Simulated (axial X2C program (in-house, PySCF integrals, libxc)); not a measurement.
# Worked dissociation energy of NiH⁺: CCSD(T), spin-free

Calculated with an in-house all-electron X2C program for linear molecules (integrals from PySCF). Spin-free means the one-electron spin-free X2C Hamiltonian. Basis: Ni dyall-cv3z [9s9p6d3f2g], H dyall-v3z [6s2p1d] (cores contracted in-house); Gaussian nuclei, density fitting, unrestricted open shells. Masses: Ni 57.935 u, H 1.008 u.

Molecular state: M_S = 1, Λ = 2 (beyond evenly filled blocks: σα, δ+α, δ+β, δ-α).

Correlated methods: 10 electrons correlated (number of frozen shells: Ni 3 s, 2 p; H none), 182 virtual spin orbitals or spinors in MP2, 90 natural virtuals in coupled cluster.

- E(Ni+) (2M_S = 1, M_L = 0): -1519.192017 hartree
- E(H) (2M_S = 1, M_L = 0): -0.500004 hartree
- E(NiH⁺) at Re: -1519.762980 hartree
- ωe: 2099.8 cm⁻¹

Problem. Work out De and D0.

Solution. De = -1519.192017 + (-0.500004) − (-1519.762980) = 0.07096 hartree = 1.931 eV. The zero-point energy is ωe/2 = 1050 cm⁻¹ = 0.130 eV, so D0 = 1.801 eV.

The state is a single determinant with fixed occupations, the lowest that a limited PBE0 search found. De is counted from the lowest determinant-based energies of the atoms at the same level, without counterpoise correction. CCSD and (T) use frozen natural virtuals with an MP2 correction for the truncation; (T) itself is uncorrected, so its De runs slightly low. PBE0 can misorder states that lie within some tenths of an eV, so this need not be the ground state of the molecule. The nearest other spin-free determinant of the search, M_S = 0, Λ = 0, lies 0.86 eV up at the distance of the search. The determinant is spin-polarised beyond a pure state at some levels (its spin-free form has ⟨S²⟩ too high), which makes Re and μ there less reliable. The T1 diagnostic is large, a sign of multireference character.

Each atomic determinant is the lowest at this level and need not be a pure term. Totals compare only within one Hamiltonian and basis.
